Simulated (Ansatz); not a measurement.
**OPSiZn−: where a starting geometry ends**

The starting geometry of this gas-phase singlet was optimised with GFN2-xTB.

```yaml
atoms:
  - { symbol: O, position_ang: [-0.5726, 1.0901, -0.6021] }
  - { symbol: P, position_ang: [0.5820, -1.5733, 0.2232] }
  - { symbol: Si, position_ang: [0.9095, 0.5814, -0.5143] }
  - { symbol: Zn, position_ang: [-1.4340, -0.6954, 0.0433] }
```

Problem. Predict what becomes of its bonds when it is optimised with B3LYP-D3(BJ)/def2-SVPD.

Solution. A new bond forms, giving a structure given below by its coordinates. Contacts that close: Si3–Zn4 (2.73 → 2.57 Å).

The energy falls by 0.38 eV over 7 steps:

```
step  E − E(last) (eV)
   1             0.381
   2             0.155
   3             0.035
   4             0.005
   5             0.000
   6             0.000
   7             0.000
```

Final geometry (Å):

```
atom    x (Å)    y (Å)    z (Å)
   O  -0.6576   1.1328  -0.6112
   P   0.6716  -1.6057   0.2293
  Si   0.8809   0.4692  -0.4756
  Zn  -1.4100  -0.5935   0.0076
```

Frequencies at the end are all real (lowest 204 cm⁻¹). Run with Ansatz 0.2.0, 67 s on 1 thread of AMD EPYC (Zen 3), on a shared host.
